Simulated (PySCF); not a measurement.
Diagnose this run.

A geometry optimisation on C2H4ClFGaN, SMILES `CC#[N+][Ga@@H-]([F])[Cl]`. Theory: PBE0-D3(BJ)/def2-SVP geometry optimisation, gas phase (PySCF).

Driver input (Å, GFN2-xTB start):

```
{"job": {"xc": "PBE0", "basis": "def2-SVP", "d3": "d3bj", "grid": 1, "shake": 0.01, "kind": "geom"}, "charge": 0, "multiplicity": 1}
C     -2.0726    -0.2436     0.1708
C     -0.7221    -0.0082     0.4431
N      0.3707     0.1650     0.6843
Ga     2.3662     0.2075    -0.2013
F      1.8644    -1.1278    -1.2824
Cl     2.3597     2.0987    -1.0731
H     -2.6980     0.2250     0.9492
H     -2.3201     0.2439    -0.7985
H     -2.2872    -1.2845     0.1334
H      3.1895    -0.2969     0.9535
```

Output:

```
step   0  E = -2617.13824636  max force = 0.056771
step   1  E = -2617.14690472  max force = 0.004832
step   2  E = -2617.14712626  max force = 0.004241
step   3  E = -2617.14747457  max force = 0.003703
step   4  E = -2617.14770674  max force = 0.002796
step   5  E = -2617.14792335  max force = 0.002457
step   6  E = -2617.14815186  max force = 0.001749
step   7  E = -2617.14841325  max force = 0.002219
step   8  E = -2617.14848327  max force = 0.002323
step   9  E = -2617.14851264  max force = 0.001861
step  10  E = -2617.14851979  max force = 0.001746
step  11  E = -2617.14852193  max force = 0.001651
step  12  E = -2617.14852649  max force = 0.001603
step  13  E = -2617.14852969  max force = 0.001591
step  14  E = -2617.14852976  max force = 0.001604
step  15  E = -2617.14852910  max force = 0.001623
step  16  E = -2617.14852861  max force = 0.001634
step  17  E = -2617.14852837  max force = 0.001642
step  18  E = -2617.14852825  max force = 0.001645
step  19  E = -2617.14852820  max force = 0.001646
step  20  E = -2617.14852817  max force = 0.001647
step  21  E = -2617.14852813  max force = 0.001648
step  22  E = -2617.14852810  max force = 0.001649
step  23  E = -2617.14852807  max force = 0.001650
step  24  E = -2617.14852804  max force = 0.001652
step  25  E = -2617.14852801  max force = 0.001652
step  26  E = -2617.14852799  max force = 0.001652
step  27  E = -2617.14852798  max force = 0.001653
step  28  E = -2617.14852796  max force = 0.001653
step  29  E = -2617.14852795  max force = 0.001654
step  30  E = -2617.14852794  max force = 0.001654
step  31  E = -2617.14852793  max force = 0.001655
step  32  E = -2617.14852792  max force = 0.001655
step  33  E = -2617.14852792  max force = 0.001655
step  34  E = -2617.14852791  max force = 0.001655
step  35  E = -2617.14852791  max force = 0.001655
step  36  E = -2617.14852791  max force = 0.001656
step  37  E = -2617.14852791  max force = 0.001656
step  38  E = -2617.14852791  max force = 0.001655
step  39  E = -2617.14852791  max force = 0.001655
step  40  E = -2617.14852792  max force = 0.001656
step  41  E = -2617.14852792  max force = 0.001656
step  42  E = -2617.14852792  max force = 0.001656
step  43  E = -2617.14852793  max force = 0.001656
step  44  E = -2617.14852793  max force = 0.001656
step  45  E = -2617.14852794  max force = 0.001656
optimisation not converged
```

Energies are in Eh and forces in Eh/bohr.

Problem. Which diagnosis fits best?
A. step limit reached while the energy was still falling
B. step limit reached with the energy nearly constant
C. step limit reached with the energy going up and down

Solution. B. After 46 gradient evaluations the largest force component was 0.00166 Eh/bohr against a threshold of 0.00045, and over the last 5 steps the energy changed by 0.000 kcal/mol in all, within a range of 0.000 kcal/mol, the last step by 0.000 kcal/mol. The energy rose in none of the 45 steps.

Problem. What would you do next?

Solution. Restart from the last geometry, if need be with a computed Hessian or a finer grid, and confirm the end point by frequencies.
